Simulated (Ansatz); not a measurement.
Reaction (ligand exchange at the Sn–N bond): `C[NH][SnH3]` + NH₃ → `[NH2][SnH3]` + CH₃NH₂

Program: Ansatz. Geometries: PBE0-D4/def2-TZVP. ΔE: electronic, gas phase. CCSD(T)/CBS is the MP2 limit (def2-TZVPP, def2-QZVPP) plus CCSD(T) − MP2 in def2-TZVPP, frozen cores. This one scheme is used for every species. Elements past krypton have def2 core potentials. For Sn outer-core shells are correlated without core-valence functions, which leaves a few kJ/mol of doubt a bond.

`C[NH][SnH3]`:

Z-matrix (Å, degrees):
```
C
N 1 1.451
H 1 1.094 2 109.7
H 1 1.095 2 110.3 3 -117.1
H 1 1.101 2 115.2 3 121.0
Sn 2 2.028 1 118.3 3 -54.0
H 2 1.011 1 111.0 3 174.0
H 6 1.718 2 112.2 1 -55.0
H 6 1.705 2 106.4 1 -176.1
H 6 1.706 2 105.8 1 64.1
```

NH₃:

Cartesian coordinates in Å:
```
N 0.241 0.084 0.119
H 0.362 -0.770 -0.412
H -0.477 -0.095 0.810
H -0.126 0.780 -0.518
```

`[NH2][SnH3]`:

Cartesian coordinates in Å:
```
N -1.279 -0.100 -0.062
Sn 0.752 -0.125 0.003
H -1.698 0.206 0.807
H -1.643 0.497 -0.795
H 1.164 -1.197 1.263
H 1.260 -0.698 -1.519
H 1.444 1.417 0.303
```

CH₃NH₂:

```xyz
7

C    -0.287   -0.269   -0.410
N     0.282    0.679    0.533
H     0.080   -1.302   -0.319
H    -0.085    0.068   -1.429
H    -1.373   -0.290   -0.291
H     1.287    0.723    0.432
H     0.096    0.391    1.485
```

| species | CCSD(T)/CBS(def2) energy (Eh) |
| --- | --- |
| `C[NH][SnH3]` | -310.95876 |
| NH₃ | -56.50880 |
| `[NH2][SnH3]` | -271.71442 |
| CH₃NH₂ | -95.75281 |

(1) Work out ΔE.

Largest T1 diagnostic among the species: 0.013.

## Answers

(1) ΔE = (-271.71442) + (-95.75281) − (-310.95876) − (-56.50880) = 0.00033 Eh = +0.2 kcal/mol.

In def2-TZVPP, CCSD(T) changes the Hartree–Fock value by +1.8 kcal/mol (the triples alone add +0.3 kcal/mol) and MP2 by +2.2 kcal/mol. The D4 term adds +1.1 kcal/mol with B3LYP and +0.6 kcal/mol with PBE0; it sums over pairs of atoms, weighted by their polarisabilities, and B3LYP, whose exchange is more repulsive, gets the larger term. Leaving LDA and LC-ωPBE aside and taking each functional with its dispersion term where it has one, the values, not all of them listed here, spread over 0.8 kcal/mol, from B2PLYP to revPBE-D4. LDA lies +0.7 kcal/mol from PBE without D4.

B3LYP here is the variant with VWN-RPA as its local correlation; programs differ in this.
